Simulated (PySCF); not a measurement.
Spinor energies of Ar³⁺ (argon, charge +3)

Start: [Ne] 3s1 3p4; 3s1/2 filled at m_j = +1/2; 3p1/2 filled at m_j = +1/2; 3p3/2 filled at m_j = -1/2, +1/2, +3/2. Calculated with PySCF 2.14 in x2c-SVPall-2c with one added diffuse shell each of s, p type (5s5p1d, 25 functions): generalised Hartree-Fock with the X2C-1e Hamiltonian and a Gaussian nucleus; one run each with spin-orbit coupling (SO) switched off, then screened by Boettger's factors. This is a chosen level, not necessarily the ground level.

```tsv
spinor shell	electrons	ε, spin-free (eV)	ε, screened SO (eV)	weight of nominal j (screened SO)	rms radius, screened SO (bohr)
1s1/2	2	-3289.1	-3289.1	1.000	0.0993
2s1/2	2	-385.97	-385.95	1.000	0.446
2p1/2	2	-309.50	-311.69	0.868	0.414
2p3/2	4	-309.50	-308.38	0.934	0.416
3s1/2	1	-80.862	-80.847	1.000	1.38
3p3/2	3	-57.793	-59.764	0.657	1.52
3p1/2	1	-57.793	-51.929	0.654	1.59
```

```
   quantity   spin-free  screened SO
E (hartree)  -524.87978   -524.88362
        M_J         5/2          5/2
       ⟨J²⟩       8.755        8.755
       ⟨L²⟩       2.002        2.003
       ⟨S²⟩       3.753        3.752
```

Each row is a mean over spinors that exchange with the open shell spreads, by up to 2.851 eV (2p3/2).

Rows whose weight is well below 1 are mixtures of j = l ± 1/2: exchange outweighs spin-orbit coupling there, and the label is only the starting occupation.

Without spin-orbit coupling the j labels of p, d and f shells carry no meaning; the spin-free column gives the mean over the occupied spinors of each nl shell.
